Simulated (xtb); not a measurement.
CH3AlF2, singlet, at a GFN2-xTB geometry (such geometries of metal compounds can be far from the true shape); GFN2-xTB (xtb).

The xtb input:
```
$ xtb mol.xyz --gfn 2 --ohess --json

# file mol.xyz
7

Al     0.05180306     0.04011766     0.00222470
C     -1.50805595    -1.16573156    -0.06233932
H     -1.30669362    -2.03874718    -0.68318980
H     -2.37664668    -0.64890162    -0.46820696
H     -1.76055472    -1.53755322     0.93063349
F      0.01100760     1.60162551    -0.52911869
F      1.52441362    -0.41295198     0.59199405
```

It wrote (shortened):

```
   ID    Z sym.   atoms
    1   13 Al     1
    2    6 C      2
    3    1 H      3-5
    4    9 F      6, 7

           -------------------------------------------------
          |                Calculation Setup                |
           -------------------------------------------------

           -------------------------------------------------
          |                 G F N 2 - x T B                 |
           -------------------------------------------------

          ...................................................
          :                      SETUP                      :
          :.................................................:
          :  # basis functions                  25          :
          :  # atomic orbitals                  24          :
          :  # shells                           12          :
          :  # electrons                        24          :
          :  max. iterations                   250          :
          :  Hamiltonian                  GFN2-xTB          :
          :  restarted?                      false          :
          :  GBSA solvation                  false          :
          :  PC potential                    false          :
          :  electronic temp.          300.0000000     K    :
          :  accuracy                    1.0000000          :
          :  -> integral cutoff          0.2500000E+02      :
          :  -> integral neglect         0.1000000E-07      :
          :  -> SCF convergence          0.1000000E-05 Eh   :
          :  -> wf. convergence          0.1000000E-03 e    :
          :  Broyden damping             0.4000000          :
          :  net charge                          0          :
          :  unpaired electrons                  0          :
          ...................................................

 iter      E             dE          RMSdq      gap      omega  full diag
   1    -14.4127424 -0.144127E+02  0.177E+01    5.18       0.0  T
   2    -14.4455253 -0.327829E-01  0.101E+01    4.68       1.0  T
   3    -14.4483322 -0.280689E-02  0.236E+00    4.68       1.0  T
   4    -14.4525335 -0.420133E-02  0.630E-01    4.70       1.0  T
   5    -14.4527391 -0.205652E-03  0.580E-01    4.79       1.0  T
   6    -14.4526694  0.697868E-04  0.256E-01    4.72       1.0  T
   7    -14.4527616 -0.922904E-04  0.200E-01    4.79       1.0  T
   8    -14.4528560 -0.943045E-04  0.194E-02    4.75       1.9  T
[...]
         :: total energy             -14.364613691801 Eh    ::
 * total energy  :   -14.3646137 Eh     change       -0.5329071E-11 Eh
   *** GEOMETRY OPTIMIZATION CONVERGED AFTER 1 ITERATIONS ***
         :: total energy             -14.364613691806 Eh    ::
[...]

     #   Z          covCN         q      C6AA      α(0)
     1  13 Al       2.183     0.476   129.887    25.887
     2   6 C        3.612    -0.203    25.104     7.233
     3   1 H        0.925     0.080     1.979     2.200
     4   1 H        0.925     0.083     1.949     2.183
     5   1 H        0.925     0.080     1.978     2.199
     6   9 F        0.672    -0.258    11.871     4.067
     7   9 F        0.672    -0.258    11.867     4.067

 Mol. C6AA /au·bohr⁶  :        708.755925
 Mol. C8AA /au·bohr⁸  :      31063.303580
 Mol. α(0) /au        :         47.836381

Wiberg/Mayer (AO) data.
largest (>0.10) Wiberg bond orders for each atom

 ---------------------------------------------------------------------------
     #   Z sym  total        # sym  WBO       # sym  WBO       # sym  WBO
 ---------------------------------------------------------------------------
     1  13 Al   3.696 --     7 F    1.224     6 F    1.223     2 C    1.077
     2   6 C    3.976 --     1 Al   1.077     4 H    0.935     5 H    0.931
                             3 H    0.931
     3   1 H    0.994 --     2 C    0.931
     4   1 H    0.993 --     2 C    0.935
     5   1 H    0.994 --     2 C    0.931
     6   9 F    1.305 --     1 Al   1.223
     7   9 F    1.305 --     1 Al   1.224
 ---------------------------------------------------------------------------

Topologies differ in total number of bonds
Writing topology from bond orders to xtbtopo.mol

molecular dipole:
                 x           y           z       tot (Debye)
 q only:       -0.959      -0.739      -0.040
   full:       -1.077      -0.839      -0.043       3.471
molecular quadrupole (traceless):
                xx          xy          yy          xz          yz          zz
 q only:        0.090       1.926      -1.078      -1.166       1.547       0.988
  q+dip:        0.508       2.801      -1.003      -1.192       1.634       0.495
   full:       -1.032       1.930      -2.250      -2.440       2.988       3.282

optimized geometry written to: xtbopt.xyz

           -------------------------------------------------
          | TOTAL ENERGY              -14.364613691806 Eh   |
          | TOTAL ENTHALPY            -14.318474857798 Eh   |
          | TOTAL FREE ENERGY         -14.356117597958 Eh   |
          | GRADIENT NORM               0.000030575298 Eh/α |
          | HOMO-LUMO GAP               4.756893122346 eV   |
           -------------------------------------------------
```
